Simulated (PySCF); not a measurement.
C3H5ClGe, SMILES ClC=C=[CH][GeH3]. Geometry: r2SCAN-D4/def2-SVP. The structure was generated by enumeration; whether it is a known compound was not checked.

Q: Give the equilibrium geometry at r2SCAN-D4/def2-SVP (PySCF confirms it by a frequency run) as Cartesian coordinates in Å. (Estimate from the structure and the level; the computed values follow.)

A: 
```xyz
10

Cl     3.0918     0.1003    -0.7419
C      1.8978    -0.9182     0.0262
C      0.8097    -0.4394     0.5824
C     -0.3040     0.0230     1.0925
Ge    -1.9297     0.2232     0.0296
H      2.1454    -1.9837     0.0067
H     -0.3324     0.3159     2.1530
H     -3.0511    -0.6155     0.6623
H     -2.3553     1.6991     0.0322
H     -1.6393    -0.2540    -1.3958
```
Charge 0, spin multiplicity 1.
